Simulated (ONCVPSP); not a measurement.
**Potentials for silicon (Si) compared**

Generated with ld1.x 7.5 (TM, RRKJ, ultrasoft, PAW), atompaw 4.2 or ONCVPSP 4.0.1. The cutoff is in Ry: for ld1.x and atompaw files where the sum of valence levels is converged to 10 mRy in a Bessel basis, for ONCV files where the hardest occupied wave has 1 mHa per electron of residual kinetic energy. The error is the largest all-electron minus pseudo excitation energy over each file’s own four to seven test configurations (ionisations up to +4, promotions, holes and added fractions of an electron), all of which were solved. The labels leave out finer settings (local radius, basis sizes, second energies), which also bear on the numbers. Spin-polarised tests are not counted. The rows are a selection from randomly drawn settings: files with unsolved tests, undetermined cutoffs or missed reference levels are left out.

A true bound ghost makes a file unfit for plane-wave use even where its test errors are small: the radial tests pick states by their node count and pass the ghost by.

| potential | cutoff (Ry) | largest error (meV) | bound ghosts |
| --- | --- | --- | --- |
| ONCV, PBE, scalar-relativistic, rc 1.15/0.80 (sp), local smoothed, core correction no, reference 2s2 2p6 3s1 3p3, qcut 9.4/18.5, projectors 2/2 | 254 | +5.7 | none |
| ONCV, LDA (Perdew-Wang 92), non-relativistic, rc 1.55/1.35/1.35 (spd), local d, core correction yes, reference 3s2, qcut 4.5/4.9/6.6, projectors 1/2/0 | 17 | +123 | none |
| ONCV, PBE, scalar-relativistic, rc 0.95/0.85/0.80 (spd), local smoothed, core correction yes, reference 2s2 2p6 3s2 3p2, qcut 11.9/19.9/11.9, projectors 3/2/2 | 274 | -332 | s |
| ONCV, PBE, scalar-relativistic, rc 0.95/0.65 (sp), local smoothed, core correction yes, reference 2s2 2p6 3s2, qcut 10.5/25.7, projectors 2/2 | 412 | -8.2 | none |
| ONCV, BLYP, scalar-relativistic, rc 0.80/0.85 (sp), local smoothed, core correction no, reference 2s2 2p6 3s2 3p2, qcut 13.4/13.5, projectors 2/2 | 175 | -272 | none |

Q: Fill in the row for Si: ONCV, LDA (Perdew-Wang 92), non-relativistic, rc 0.90/0.80/0.90 (spd), local smoothed, core correction no, reference 2s2 2p6 3s2 3p2, qcut 12.5/20.9/12.6, projectors 2/2/3.

A: cutoff 261 Ry, largest error +1.8 meV, bound ghosts: none.

Q: Fill in the row for Si: ONCV, LDA (Perdew-Zunger), scalar-relativistic, rc 0.80/1.15 (sp), local smoothed, core correction yes, reference 2s2 2p6 3s2 3p2, qcut 18.1/10, projectors 2/2.

A: cutoff 220 Ry, largest error +3.2 meV, bound ghosts: none.
